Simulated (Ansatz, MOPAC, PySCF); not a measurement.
Potential energy curve for B2, triplet.

- UKS-M06-2X/6-31G* = unrestricted M06-2X/6-31G*, spherical d (PySCF)
- PM6, unrestricted, heats of formation (MOPAC)
- AM1, unrestricted, heats of formation (MOPAC)
- FCI = full CI/def2-SVP, frozen core (Ansatz, an electronic-structure program)

Energies relative to the lowest point of each curve near equilibrium, in kJ/mol; the last columns give the difference from FCI:

```csv
R / Å,UKS-M06-2X/6-31G*,PM6,AM1,FCI,UKS-M06-2X/6-31G* − FCI,PM6 − FCI,AM1 − FCI
1.21,298.0,220.0,105.0,362.0,-64.0,-142.0,-257.0
1.30,138.5,101.0,52.8,185.5,-47.0,-84.5,-132.7
1.38,57.1,44.0,38.1,89.4,-32.3,-45.4,-51.4
1.44,22.5,23.1,39.6,44.6,-22.1,-21.5,-5.0
1.53,0.9,14.5,5.1,9.0,-8.1,5.5,-3.9
1.57,0.0,5.4,1.0,2.3,-2.3,3.1,-1.3
1.61,3.1,0.9,0.0,0.0,3.1,0.9,0.0
1.64,7.5,0.0,1.1,0.6,6.9,-0.6,0.5
1.71,23.1,4.8,9.4,8.4,14.7,-3.6,1.0
1.78,40.6,16.7,24.6,22.7,17.9,-5.9,1.9
1.86,46.6,36.3,48.8,44.0,2.7,-7.6,4.9
```

UKS-M06-2X/6-31G* is furthest from FCI at 1.21 (-64.0 kJ/mol, below); its mean absolute difference over the points is 20.1 kJ/mol.

PM6 is furthest from FCI at 1.21 (-142.0 kJ/mol, below); its mean absolute difference over the points is 29.1 kJ/mol.

AM1 is furthest from FCI at 1.21 (-257.0 kJ/mol, below); its mean absolute difference over the points is 41.8 kJ/mol.

The scan ran from 1.21 to 6.49 Å; beyond the distances shown full CI changes its symmetry label. The unrestricted solution behind UKS-M06-2X/6-31G* changes between 1.71 and 1.78 Å, which can leave a kink. The unrestricted determinant behind UKS-M06-2X/6-31G* is spin-contaminated at 1.21 to 1.71 Å (<S²> up to 2.9, against 2.00 for a pure triplet). Also computed but left out beside FCI, since their determinant holds another spin at the minimum (<S²> over 0.7 above the pure value): UHF, UMP2, UCCSD, UCCSD(T), UKS-PBE0, UKS-CAM-B3LYP, UHF/LANL2DZ.
